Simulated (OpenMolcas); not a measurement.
**Ti2+, Zr2+, Hf2+: d2 down the group**

```
Program             : OpenMolcas
Method              : SS-CASPT2, IPEA 0.25 Eh, imaginary shift 0.1 Eh
Basis               : ANO-RCC-VTZP
Scalar Hamiltonian  : DKH2, point nucleus
Spin-orbit coupling : RASSI with atomic mean-field integrals over the reference wave functions, term energies averaged over their components
```

Active space for each ion: 2 electrons in 6 orbitals (d s); closed shells correlated by CASPT2: Ti2+ 3s 3p; Zr2+ 4s 4p; Hf2+ 5s 5p.

Computed levels in cm-1 above 3F2:

```csv
Level,Ti2+,Zr2+,Hf2+
3F3,198,699,3700
3F4,455,1523,6720
3P0,11050,8630,9460
3P1,11110,8900,12030
3P2,11250,9410,13650
1G4,14700,11670,15620
1S0,32530,24050,31670
weight of 3F in the lowest level (%),100,99,77
```

Mixed levels, with the weight of the term that names them: Hf2+ 3P0 (72 %).

Measured, with the error of the calculation in %. Measured levels: Ti2+ from Corliss and Sugar, J. Phys. Chem. Ref. Data 8, 1 (1979); Zr2+ from Moore, Atomic Energy Levels, vol. II, NSRDS-NBS 35 (1971 reprint of NBS Circular 467, 1952); NIST levels as listed in Rynkun, Gaigalas and Jonsson, Astron. Astrophys. 637, A10 (2020).

```csv
Level,Ti2+,Zr2+
3F3,185 (+7.3),681 (+2.7)
3F4,420 (+8.3),1486 (+2.5)
3P0,10538 (+4.8),8062 (+7.0)
3P1,10604 (+4.8),8326 (+6.9)
3P2,10721 (+5.0),8838 (+6.5)
1G4,14398 (+2.1),11049 (+5.6)
1S0,32476 (+0.2),23979 (+0.3)
```

The fine-structure level 3F4 changes by a factor of 14.8 from Ti2+ to Hf2+.

Without spin-orbit coupling 3P lies 10920, 8200, 8330 cm-1 above 3F in that order; the difference to the level 3P0, of either sign, comes from spin-orbit coupling, which also lowers the zero.

CASPT2 breaks the degeneracy within a term, and the mean is taken; among the terms shown or strongly mixed into the levels shown the widest spread is 600 cm-1 (3d2 1G, Ti2+). Over all roots computed the reference weight is 0.91 to 0.96 in Hf2+; the roots of lowest weight are the least certain, and an intruder state may touch them. Configurations are named by rounded mean occupations; where the s occupation lies near a half they are strongly mixed, a name can repeat and a true partner stay unpaired (holds for Hf2+). Measured partners are found by configuration, term and J. A level has none where our copy of the source lacks it or the pairing is in doubt (some pairs that miss far off the trend of their configuration count as doubtful), and it then counts in no deviation. Levels of configurations outside the active space are missing.
